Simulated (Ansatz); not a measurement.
Compare A (`BC1CO1`) with its isomer B (`B1CCO1`).

Computed with Ansatz on PBE0-D4/def2-TZVP structures; ΔE is electronic, products minus reactants. CCSD(T)/CBS is the MP2 limit (def2-TZVPP, def2-QZVPP) plus CCSD(T) − MP2 in def2-TZVPP, frozen cores. Functionals use def2-TZVPP. B3LYP here is the variant with VWN-RPA as its local correlation; programs differ in this.

Problem. Which is lower in electronic energy at CCSD(T)/CBS, and by how much? (Best estimate.)

Solution. The calculation gave: B, by 54.1 kcal/mol.

Problem. Give E(B) − E(A) in kcal/mol with BLYP-D4, ωB97M-V, PBE-D4, B3LYP-D4, HF/def2-TZVPP, LDA (SPW92), CCSD/def2-TZVPP. (An estimate is asked.)

Solution. Computed: BLYP-D4 -50.8, ωB97M-V -54.0, PBE-D4 -51.6, B3LYP-D4 -52.3, HF/def2-TZVPP -52.5, LDA (SPW92) -55.7, CCSD/def2-TZVPP -54.0. None reverses the order clearly.

Problem. Does the order hold for the free energy at 298.15 K (harmonic terms from PBE0-D4)? (Best estimate.)

Solution. Computed: Yes: G(B) − G(A) = -51.6 kcal/mol.

Largest T1 diagnostic: 0.014.

In def2-TZVPP, CCSD(T) changes the Hartree–Fock value by −1.4 kcal/mol (the triples alone add +0.1 kcal/mol) and MP2 by −1.5 kcal/mol. At CCSD(T), def2-SVP lies −2.6 kcal/mol from the extrapolated value and def2-TZVPP +0.3 kcal/mol.
